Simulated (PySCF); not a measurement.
B3LYP has the VWN-RPA correlation part, as in Gaussian. Excitations are Tamm–Dancoff values on a coarser integration grid. The basis has no diffuse functions, so Rydberg states are missing or too high.

Z-matrix (Å, degrees):
```
C
C 1 1.3286
H 2 1.0825 1 121.05
H 2 1.0837 3 118.64 1 -180.00
N 1 1.3926 2 121.22 3 179.99
C 5 1.2655 1 117.61 2 -179.98
H 6 1.0881 5 119.29 1 180.00
H 1 1.0942 2 120.98 3 -0.01
H 6 1.0983 7 117.62 5 179.95
```
Charge 0, spin multiplicity 1.

Q: What brightest of the four lowest singlets (TDA), S1 oscillator strength, S1 excitation (TDA), HOMO and total energy does B3LYP-D3(BJ)/def2-TZVP // PBE0-D4/def2-TZVP in PySCF give?

A: 
| Property | Value |
|---|---|
| brightest of the four lowest singlets (TDA) | 6.07 eV |
| S1 oscillator strength | 0.001 |
| S1 excitation (TDA) | 4.48 eV |
| HOMO | -7.13 eV |
| total energy | -172.1083 Ha |
